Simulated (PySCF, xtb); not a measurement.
fluoro(prop-1-en-2-yloxy)borinic acid (C₃H₆BFO₂), SMILES FB(O)OC(=C)C. One conformer was computed; it need not be the lowest.

Harmonic wavenumbers (cm⁻¹) from GFN2-xTB (xtb 6.7.1) at its own minimum, in rising order: 39, 103, 116, 147, 322, 367, 420, 474, 498, 547, 572, 712, 772, 864, 903, 935, 993, 1024, 1039, 1213, 1258, 1381, 1388, 1403, 1454, 1470, 1723, 3016, 3033, 3070, 3133, 3166, 3635.

Problem. What does ωB97X-D3(BJ)/def2-SVP in PySCF give at its own minimum? (An estimate is asked for; the answer gives what the named calculation found.)

Solution. 31, 85, 169, 198, 346, 402, 458, 502, 507, 580, 681, 744, 804, 888, 927, 993, 1015, 1068, 1075, 1328, 1405, 1428, 1448, 1455, 1470, 1502, 1779, 3073, 3158, 3197, 3203, 3307, 3928. Paired by order, the mean absolute difference is 61 cm⁻¹ and the zero-point energies are 58.9 and 61.7 kcal/mol.
